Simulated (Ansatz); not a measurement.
Saddle point of AlSiH4Cl3, singlet (AlSiH₂Cl₃ ([SiH2][Al]([Cl])([Cl])[Cl]) + H₂ → AlSiH₄Cl₃ ([SiH3][Al]([Cl])([Cl])[ClH]); bonds formed: Cl2–H5, Si6–H7; bonds broken: H5–Si6, H5–H7; bonds weakened to dative contacts: Al1–Cl2), PBE0-D4/def2-TZVP structure:

```xyz
9
angstrom
Al -1.0582 -0.0650 -0.9139
Cl 0.8630 0.7023 -1.8846
Cl -1.5543 -1.9305 -1.7417
Cl -2.5030 1.4590 -0.9303
H 1.3612 0.4448 -0.3396
Si 0.2363 -0.2193 1.1954
H 1.6649 0.2946 0.5748
H 0.1999 0.7952 2.2830
H 0.7901 -1.4809 1.7569
```

Energies are electronic, without zero-point energy. Barriers and step energies count from the start structure reached by relaxing down the imaginary mode; all methods use the PBE0-D4 structures, on which another method's saddle can fall below an end. Ansatz 0.2.0; basis: def2-TZVPP, with def2-QZVPP for the basis limit; cores frozen in the correlated methods. B3LYP uses VWN-RPA correlation. Extrapolation: Hartree–Fock as exp(−7.88 √X), correlation as X^−2.97.

```
      method  barrier (eV)  step energy (eV)
       SPW92        -0.068            -0.072
      PBE-D4         0.074            -0.095
     BLYP-D4         0.178            -0.080
   r2SCAN-D4         0.128            -0.074
      B97M-V         0.176            -0.177
     PBE0-D4             ?            -0.111
    B3LYP-D4         0.235            -0.096
  r2SCAN0-D4         0.198            -0.085
    BHLYP-D4         0.344            -0.109
CAM-B3LYP-D4             ?            -0.125
     wB97X-V         0.281            -0.146
     wB97M-V             ?            -0.064
      B2PLYP         0.278            -0.107
    PBE-QIDH         0.243            -0.111
  RPA on PBE         0.255            -0.231
          HF         0.588            -0.193
         MP2         0.292            -0.091
        CCSD         0.351            -0.175
     CCSD(T)         0.297            -0.161
```

Fill in the withheld barriers. (To be estimated.)

Computed: CAM-B3LYP-D4 0.265; PBE0-D4 0.155; wB97M-V 0.327 eV. Each is the energy of the saddle less that of the start structure, by the same method.

For comparison, the barrier by CCSD(T) at an estimated basis limit (MP2 extrapolated from triple and quadruple zeta, plus CCSD(T) − MP2 in triple zeta) is 0.320 eV.

The T1 diagnostic stays at or below 0.011. The start structure is not quite a true minimum (one mode of 35i cm⁻¹). The end structure is not quite a true minimum (one mode of 49i cm⁻¹).

Labels in which every atom is bracketed show which atoms are joined, not bond orders.

For scale, one of the runs: CCSD(T)/def2-TZVPP, 266 basis functions, launched by `ansatz run in.yaml --threads 8 --pin off --events-out ev --progress --plain --max-ram 19148MiB`. Hardware: 8 CPU threads of an Arm Neoverse V1, shared host. Wall time 96 s; peak host memory 5.6 GiB.
